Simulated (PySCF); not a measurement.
H₄SiZn, SMILES [SiH3][ZnH].

Coordinates come from a B3LYP-D3(BJ)/def2-TZVP optimisation.

These are IEF-PCM-ωB97X/def2-SVP run with PySCF values and carry that method's errors.

The values are the electrostatic part of the solvation free energy, E(continuum) − E(gas) at the gas-phase geometry, in a cavity of scaled van der Waals radii (PySCF's table); cavitation and dispersion terms are not included. A continuum can't describe solvent molecules that bind to the metal. In vacuum the orbital gap is 11.36 eV. The dipole moment in vacuum is 0.46 D.

```json
[
 {"solvent": "water", "ε": "78.36", "ΔG(elec) (kcal/mol)": "-10.6", "dipole (D)": "0.76", "gap (eV)": "11.78"},
 {"solvent": "chloroform", "ε": "4.71", "ΔG(elec) (kcal/mol)": "-7.3", "dipole (D)": "0.65", "gap (eV)": "11.66"},
 {"solvent": "dichloromethane", "ε": "8.93", "ΔG(elec) (kcal/mol)": "-8.8", "dipole (D)": "0.70", "gap (eV)": "11.72"}
]
```
